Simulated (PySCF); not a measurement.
Several molecules and their computed UV-vis stick spectra, shuffled. Method: TDDFT CAM-B3LYP/def2-SVPD, vertical, gas phase, core orbitals frozen in the response (PySCF). Geometries: PBE0-D3(BJ)/def2-SVP; one conformer of each isolated species. Triplets are in the Tamm–Dancoff approximation.

A. `CCCCC(=O)c1ccccc1`
B. `C1CCC1C([SiH3])[SiH3]`
C. `[SiH3][SiH2]C1CCCC1`
D. `F[Si@H](CCl)O[SiH3]`
E. `CC(=S)c1ncnc(F)n1`

Lowest singlet levels (six at most, fewer where fewer were computed) with oscillator strengths:

1. 7.56 eV (f 0.033); 7.88 eV (f 0.059); 8.03 eV (f 0.001); 8.14 eV (f 0.011); 8.28 eV (f 0.055); 8.30 eV (f 0.023); T1 7.24 eV
2. 1.77 eV (f 0.000); 4.03 eV (f 0.000); 4.40 eV (f 0.003); 4.81 eV (f 0.016); 4.85 eV (f 0.301); 5.34 eV (f 0.000)
3. 6.80 eV (f 0.011); 7.21 eV (f 0.005); 7.68 eV (f 0.006); 7.86 eV (f 0.000); 7.95 eV (f 0.007); 8.28 eV (f 0.012); T1 6.12 eV
4. 4.02 eV (f 0.000); 5.05 eV (f 0.018); 5.44 eV (f 0.249); 6.57 eV (f 0.205); 6.58 eV (f 0.006); 6.75 eV (f 0.556); T1 3.53 eV
5. 7.14 eV (f 0.046); 7.35 eV (f 0.020); 7.55 eV (f 0.074); 7.74 eV (f 0.013); 7.89 eV (f 0.287); 8.16 eV (f 0.033); T1 6.32 eV

Problem. Which spectrum belongs to which structure?

Solution. 1 = B, 2 = E, 3 = D, 4 = A, 5 = C.
- A: S1 at 4.02 eV, HOMO-1→LUMO (88%), HOMO-1→LUMO+5 (8%); Löwdin shares by element: HOMO carbon 74% or more (atoms not listed hold the other 26%); LUMO carbon 44% or more, oxygen 17% (atoms not listed hold the other 39%); HOMO -8.76 and LUMO -0.59 eV.
- B: S1 at 7.56 eV, HOMO→LUMO (79%), HOMO→LUMO+1 (16%); Löwdin shares by element: HOMO carbon 37% or more, silicon 23% (atoms not listed hold the other 40%); LUMO silicon 41%, hydrogen 11% or more (atoms not listed hold the other 48%); HOMO -9.29 and LUMO 1.13 eV; point group Cs.
- C: S1 at 7.14 eV, HOMO→LUMO (68%), HOMO→LUMO+4 (11%), HOMO→LUMO+3 (8%); Löwdin shares by element: HOMO silicon 57%, carbon 16% or more, hydrogen 5% or more (atoms not listed hold the other 23%); LUMO silicon 31%, hydrogen 7% or more, carbon 6% or more (atoms not listed hold the other 56%); HOMO -9.17 and LUMO 1.08 eV.
- D: S1 at 6.80 eV, HOMO→LUMO (73%), HOMO→LUMO+1 (10%); Löwdin shares by element: HOMO chlorine 46%, carbon 20%, silicon 10% or more, oxygen 8% (atoms not listed hold the other 17%); LUMO chlorine 36%, silicon 15% or more, carbon 15%, fluorine 7% (atoms not listed hold the other 27%); HOMO -9.86 and LUMO 0.66 eV.
- E: S1 at 1.77 eV, HOMO→LUMO (95%); Löwdin shares by element: HOMO sulfur 75%, carbon 15% or more; LUMO carbon 34% or more, sulfur 32%, nitrogen 8% or more (atoms not listed hold the other 26%); HOMO -8.17 and LUMO -2.50 eV.
